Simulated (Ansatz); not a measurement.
One change: `C[SiH2]C[SiH2]Cl` becomes `CC[SiH2]C`.

Ansatz, PBE0-D4/def2-TZVP geometries, multiplicity 1. Each molecule was computed in one conformer, which needn't be the lowest.

```tsv
property	`C[SiH2]C[SiH2]Cl`
HOMO–LUMO gap (PBE0/def2-TZVPP) / eV	8.56
HOMO–LUMO gap (PBE/def2-TZVPP) / eV	6.41
size of the dipole moment (B3LYP/def2-TZVPP) / D	2.20
HOMO–LUMO gap (B3LYP/def2-TZVPP) / eV	8.13
LUMO energy (ωB97M-V/def2-TZVPP) / eV	1.77
HOMO–LUMO gap (ωB97M-V/def2-TZVPP) / eV	12.44
```

(1) What does the change do to each property? (Estimate.)

Results:

(1) Computed: 
| property | `CC[SiH2]C` | shift |
| --- | --- | --- |
| HOMO–LUMO gap (PBE0/def2-TZVPP) / eV | 9.19 | 0.63 |
| HOMO–LUMO gap (PBE/def2-TZVPP) / eV | 7.13 | 0.72 |
| size of the dipole moment (B3LYP/def2-TZVPP) / D | 0.80 | -1.40 |
| HOMO–LUMO gap (B3LYP/def2-TZVPP) / eV | 8.70 | 0.57 |
| LUMO energy (ωB97M-V/def2-TZVPP) / eV | 2.40 | 0.63 |
| HOMO–LUMO gap (ωB97M-V/def2-TZVPP) / eV | 12.87 | 0.43 |

With PBE0 the HOMO rises by 0.24 eV and the LUMO rises by 0.89 eV, so the gap widens by about 0.65 eV. PBE moves the HOMO by 0.24 eV and ωB97M-V by 0.19 eV. Dipoles are sizes alone; their direction can turn.

B3LYP here is the variant with VWN-RPA as its local correlation; programs differ in this.
